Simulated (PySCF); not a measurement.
## As⁺ (arsenic, charge +1): UHF calculation

Configuration: [Ar] 3d10 4s2 4p2, high-spin 3P determinant. Computed with PySCF 2.14 in aug-cc-pVDZ-PP with ECP10MDF, with scalar relativity through the core potential.

| Property | Result |
| --- | --- |
| Total energy | -330.851462 hartree |
| One-electron energy | -578.7932 hartree |
| Hartree (Coulomb) energy | 273.4038 hartree |
| Exchange energy | -25.4621 hartree |
| ⟨S²⟩ | 2.0085 |
| ⟨L²⟩ | 2.025 |
| Sum of ⟨r⟩ | 20.08 bohr |
| Sum of ⟨r²⟩ | 29.91 bohr² |
| Traceless quadrupole moment −½Σ⟨3z² − r²⟩ along its main axis | 2.50 e·bohr² |
| Time after the integrals | 0.08 s of wall time on 1 thread of Intel(R) Xeon(R) Platinum 8559C (shared host) |

| shell | electrons | mean orbital energy (eV) | spread (eV) | rms radius, mean of both spins (bohr) |
| --- | --- | --- | --- | --- |
| 3s α | 1 | -230.26 | 0 | 0.641 |
| 3s β | 1 | -229.89 | 0 | 0.641 |
| 3p α | 3 | -173.48 | 0.027 | 0.668 |
| 3p β | 3 | -173.06 | 0.590 | 0.668 |
| 3d α | 5 | -66.514 | 0.322 | 0.743 |
| 3d β | 5 | -66.225 | 0.594 | 0.743 |
| 4s α | 1 | -30.450 | 0 | 2.06 |
| 4s β | 1 | -25.330 | 0 | 2.06 |
| 4p α | 2 | -18.424 | 0 | 2.49 |

Energies and moments cover only the electrons outside the core potential.
